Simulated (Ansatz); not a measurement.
Mulliken charges of `C[O][Hf]([SH])([Cl])[Cl]` from PBE/def2-TZVPP in Ansatz (PBE0-D4/def2-TZVP geometry).

```json
{"atom": "C1", "x (Å)": "-1.832", "y (Å)": "0.054", "z (Å)": "-0.354", "charge (e)": "-0.132"}
{"atom": "O2", "x (Å)": "-0.465", "y (Å)": "0.132", "z (Å)": "-0.080", "charge (e)": "-0.276"}
{"atom": "Hf3", "x (Å)": "1.342", "y (Å)": "0.461", "z (Å)": "0.297", "charge (e)": "0.732"}
{"atom": "S4", "x (Å)": "2.439", "y (Å)": "-1.719", "z (Å)": "0.352", "charge (e)": "-0.289"}
{"atom": "Cl5", "x (Å)": "2.280", "y (Å)": "1.801", "z (Å)": "-1.385", "charge (e)": "-0.245"}
{"atom": "Cl6", "x (Å)": "1.546", "y (Å)": "1.526", "z (Å)": "2.377", "charge (e)": "-0.245"}
{"atom": "H7", "x (Å)": "-2.062", "y (Å)": "0.600", "z (Å)": "-1.272", "charge (e)": "0.112"}
{"atom": "H8", "x (Å)": "-2.124", "y (Å)": "-0.992", "z (Å)": "-0.481", "charge (e)": "0.106"}
{"atom": "H9", "x (Å)": "-2.405", "y (Å)": "0.484", "z (Å)": "0.471", "charge (e)": "0.112"}
{"atom": "H10", "x (Å)": "1.282", "y (Å)": "-2.348", "z (Å)": "0.076", "charge (e)": "0.125"}
```

Task: By hand: the dipole of these point charges (1 e Å = 4.8032 D).

Result: Σ q r = (-0.855, -0.302, -0.190) e Å, of length 0.926 e Å = 4.45 D.

Task: How does the dipole of the full density compare? (Best estimate.)

Result: Ansatz gave: (-0.751, -0.207, -0.162) e Å, 3.82 D; the point charges give 1.16 times that, at 4° from its direction.

Point charges leave out the atoms' own dipoles, such as those of lone pairs, and Mulliken's split depends on the basis, so the two needn't agree.
